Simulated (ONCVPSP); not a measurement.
## Transferability test, ONCV potential for Sr

```json
{
 "Element": "Sr",
 "Generator": "ONCVPSP 4.0.1",
 "Type": "optimised norm-conserving Vanderbilt (ONCV)",
 "Functional": "LDA (Perdew-Wang 92)",
 "Relativity": "scalar-relativistic",
 "Frozen core": "[Ar] 3d10",
 "Valence charge": "10",
 "Reference configuration": "4s2 4p6 5s2",
 "Partial waves": "4s+5s: rc 2.05 bohr, ncon 4, nbas 9, qcut 5.6 1/bohr, 2 projectors; 4p: rc 1.50 bohr, ncon 4, nbas 7, qcut 5 1/bohr, 2 projectors, debl 2.2 Ha; d scattering state at 0.04 Ha: rc 1.90 bohr, ncon 4, nbas 9, qcut 5.4 1/bohr, 2 projectors, debl 0.3 Ha; f scattering state at 0.05 Ha: rc 1.95 bohr, ncon 3, nbas 8, qcut 5.7 1/bohr, 2 projectors, debl 2.6 Ha",
 "Local potential": "polynomial inside 1.25 bohr (lpopt 5, dvloc0 6 Ha)",
 "Core correction": "Teter function, fcfact 1.75, rcfact 1.6"
}
```

In the d channel the program set the typed energies aside and used 0.050, 0.350 Ha.

Energies are relative to the spin-unpolarised reference configuration 4s2 4p6 5s2; without spin polarisation the order of configurations can differ from experiment.

| valence configuration | charge | ΔE all-electron (eV) | error AE − PS (meV) |
| --- | --- | --- | --- |
| 4s2 4p6 5s0 | +2 | 17.235 | -2.8 |
| 4s2 4p6 5s1.5 | +0.5 | 2.410 | -0.2 |
| 4s1 4p6 5s2 | +1 | 47.075 | -115 |

(1) What are ΔE and the potential's error for 4s2 4p6 5s1?

Levels in the configuration 4s1 4p6 5s2:

```
level  all-electron (eV)  pseudo (eV)
   4s            -53.519      -53.749
   4p            -34.769      -34.824
   5s            -10.227      -10.241
```

## Answers

(1) ΔE = 6.059 eV all-electron; the error (AE − PS) is -0.6 meV.
